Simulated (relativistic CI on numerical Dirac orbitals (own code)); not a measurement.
## Ta⁴⁺: 5p photoemission

Computed with this model: Dirac-Coulomb-Breit CI, orbitals from a KLI potential per configuration, model QED (radiative potential, 1s self-energy scaled to tabulated hydrogen-like ionisation energies), valence Slater integrals scaled by 0.7, multiplet model of photoemission in the sudden approximation; configurations [Xe] 4f14 5d → [Kr] 4d10 4f14 5s2 5p5 5d; 300 K; Lorentzian 1.5 eV and Gaussian 0.6 eV FWHM. Energies are those of the free ion, without screening or charge transfer. The energies are binding energies and can lie tens of eV above those of solids. S is read from ⟨S²⟩ = S(S + 1).

Computed curve for free ion, scaled to 100 at the maximum (points under 2 are left out and the grid is thinned):

(Energy (eV), Intensity): (78.0, 2.0), (78.4, 2.3), (78.8, 2.6), (79.2, 3.0), (79.6, 3.6), (80.0, 4.2), (80.4, 5.1), (80.8, 6.4), (81.2, 8.1), (81.6, 10.8), (82.0, 15.0), (82.4, 21.9), (82.8, 32.5), (83.2, 46.2), (83.6, 61.3), (84.0, 78.4), (84.4, 96.1), (84.8, 97.5), (85.2, 77.9), (85.6, 54.4), (86.0, 36.2), (86.4, 24.4), (86.8, 17.3), (87.2, 13.1), (87.6, 10.8), (88.0, 9.9), (88.4, 10.3), (88.8, 11.9), (89.2, 13.0), (89.6, 11.7), (89.8, 10.4), (90.2, 8.2), (90.6, 7.0), (91.0, 6.8), (91.4, 7.3), (91.8, 8.8), (92.2, 11.7), (92.6, 17.2), (93.0, 26.9), (93.4, 38.4), (93.8, 41.2), (94.2, 31.8), (94.6, 20.7), (95.0, 13.6), (95.4, 9.7), (95.8, 7.7), (96.2, 6.7), (96.6, 6.7), (97.0, 7.6), (97.4, 10.1), (97.8, 14.7), (98.2, 20.1), (98.6, 20.9), (99.0, 15.8), (99.4, 10.2), (99.8, 6.6), (100.2, 4.5), (100.6, 3.3), (101.0, 2.6), (101.4, 2.1)

The ground state has S = 0.50, and the centroid lies at 88.06 eV.
